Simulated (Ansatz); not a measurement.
`[F][GeH]([F])[GeH3]`, charge 0, multiplicity 1.

Question: Give a relaxed structure at PBE0-D4/def2-TZVP (the Gaussian-basis code of Ansatz). (Best estimate.)

Answer: Computed: 
Z-matrix (Å, degrees):
```
Ge
F 1 1.734
Ge 1 2.425 2 108.4
F 1 1.734 2 104.0 3 115.2
H 1 1.537 2 106.2 3 -132.9
H 3 1.533 1 108.5 2 176.4
H 3 1.531 1 108.4 2 56.1
H 3 1.533 1 108.5 2 -64.1
```
Point group Cs.
